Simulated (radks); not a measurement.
Fractional charge and spin in the 5p shell of erbium: the spin-up occupation runs from 2 to 3 and the spin-down occupation from 2 to 3; the fullest corner is Er, [Kr] 4d10 4f(up 6, down 6) 5s2 6s2 5p(up 3, down 3). All-electron calculation, scalar-relativistic Kohn-Sham, LDA (Slater exchange, Perdew-Wang correlation), spin-polarised, spherical densities, finite nucleus; Fermi nuclear charge, rms radius of each element as measured or else 0.836 A^(1/3) + 0.57 fm. Program: a radial shooting solver on a logarithmic mesh with Libxc functionals. Energy (eV) above the fullest corner. The planes named below are the two flat planes that join the four corners, with an edge along up + down = one added electron.

down \ up       2    2.25     2.5    2.75       3
2          76.062  63.838  52.399  41.731  31.817
2.25       63.838  52.448  41.827  31.958  22.824
2.5        52.399  41.827  32.005  22.917  14.541
2.75       41.731  31.958  22.917  14.586   6.942
3          31.817  22.824  14.541   6.942   0.000

Corners above the fullest one (they belong to Er+ and the next ion): (up 3, down 2) 31.817 eV, (up 2, down 3) 31.817 eV, (up 2, down 2) 76.062 eV. With half an added electron in each spin the energy lies 0.188 eV from the planes, and with half an added electron in spin up alone -1.541 eV. The planes are only a guide here: the flat-plane condition holds for ground states with one frontier orbital, while this shell lies below other occupied shells, so the corners above the fullest one are inner-hole states and not the ground states of those ions.
